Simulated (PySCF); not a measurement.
Si(All)(F)(H)2 (C3H7FSi), SMILES C=CC[SiH2]F.

The structure is a stationary point at B3LYP-D3(BJ)/def2-SVP. Other conformers were not sampled.

Computed with PySCF with HF/def2-TZVP.

The total energy is -506.19717 hartree and the highest occupied level is -9.79 eV. The lowest empty level is 3.31 eV, the orbital gap is 13.10 eV and the dipole moment comes out as 1.64 D. The quadrupole, principal values (traceless, Buckingham form, about the centre of nuclear charge) is -6.23, 1.03, 5.20 D·Å. The mean static polarisability is 58.1 bohr³ (8.61 Å³) and the polarisability, principal values is 49.4, 52.8, 72.1 bohr³.
